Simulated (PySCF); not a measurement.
Molecule: CH₂O₃, charge 0, multiplicity 1. SMILES: OC(O)=O
Coordinates optimised at B3LYP-D3(BJ)/def2-TZVP (Ansatz):
```xyz
6

O      1.1151    -0.6315     0.0422
C     -0.0043     0.1007    -0.0098
O     -0.0547     1.2964    -0.1267
O     -1.0581    -0.7186     0.0897
H      1.8553    -0.0133    -0.0319
H     -1.8479    -0.1617     0.0490
```

Dispersion corrections to the total energy (kcal/mol) from the dftd3 and dftd4 libraries through PySCF: D3(BJ) without and D4 with the three-body term, each with the damping fitted for the functional named.

```csv
functional,D3(BJ),D4
PW6B95,[?],-1.47
PBE0,-1.37,[?]
B3LYP,-2.83,-2.65
B2PLYP,-1.23,-1.13
B2GP-PLYP,-0.86,-0.65
r2SCAN,-0.42,-0.39
BLYP,[?],-3.86
```

Fill in the missing entries.


- PW6B95, D3(BJ): -0.70
- PBE0, D4: -1.34
- BLYP, D3(BJ): -3.51
